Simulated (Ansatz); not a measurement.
Isolated molecules relaxed with PBE0-D4/def2-TZVP in Ansatz; ΔE leaves out vibrations. CCSD(T)/CBS adds triple-zeta CCSD(T) − MP2 to the extrapolated MP2 energy (def2 sets, frozen cores). Functionals use def2-TZVPP. Elements past krypton have def2 core potentials. For I outer-core shells are correlated without core-valence functions, which leaves a few kJ/mol of doubt a bond. Each species was taken in one conformer, which may not be the lowest.

Consider the substitution at a C–C bond: `FC(F)(Cl)C(F)(Cl)Cl` + HI → `FC(Cl)(Cl)I` + `FC(F)Cl`.

`FC(F)(Cl)C(F)(Cl)Cl`:

Z-matrix (Å, degrees):
```
C
F 1 1.331
Cl 1 1.757 2 109.0
F 1 1.328 2 108.4 3 -119.6
C 1 1.559 2 108.6 3 121.2
Cl 5 1.753 1 110.6 2 178.5
F 5 1.337 1 108.0 2 -61.5
Cl 5 1.759 1 108.8 2 56.7
```

HI:

```xyz
2

I    -0.682    0.420    0.081
H     0.682   -0.420   -0.081
```

`FC(Cl)(Cl)I`:

```xyz
5

F     1.340    0.354   -0.341
C     0.104   -0.047   -0.036
Cl   -0.595   -0.828   -1.446
Cl    0.198   -1.175    1.308
I    -1.046    1.695    0.515
```

`FC(F)Cl`:

```xyz
5

F     1.247    0.463    0.226
C    -0.024    0.104    0.036
F    -0.413    0.561   -1.156
Cl   -0.158   -1.653    0.073
H    -0.652    0.526    0.821
```

```json
{"level": "BLYP-D4", "ΔE (kcal/mol)": "2.9"}
{"level": "B2PLYP", "ΔE (kcal/mol)": "5.1"}
```

Task: What does CCSD(T)/CBS give? (Best estimate.)

Result: Ansatz gave: +6.1 kcal/mol. The listed levels differ from it by -3.2, -1.0 kcal/mol.

Task: What do rigid-rotor, harmonic-oscillator terms from PBE0-D4/def2-TZVP frequencies (298.15 K, 1 bar) make of the CCSD(T)/CBS value? (Best estimate.)

Result: Computed: ΔZPE = +2.9 kcal/mol, ΔH = +8.4 kcal/mol, ΔS = 38 J/(mol·K), ΔG = +5.7 kcal/mol.

Largest T1 diagnostic among the species: 0.011.

The D4 term adds +1.1 kcal/mol with B3LYP and +0.7 kcal/mol with PBE0; it sums over pairs of atoms, weighted by their polarisabilities, and B3LYP, whose exchange is more repulsive, gets the larger term. From PBE to PBE0 (25 % exact exchange), in def2-TZVPP and without D4, ΔE moves by +2.4 kcal/mol.

B3LYP here is the variant with VWN-RPA as its local correlation; programs differ in this.
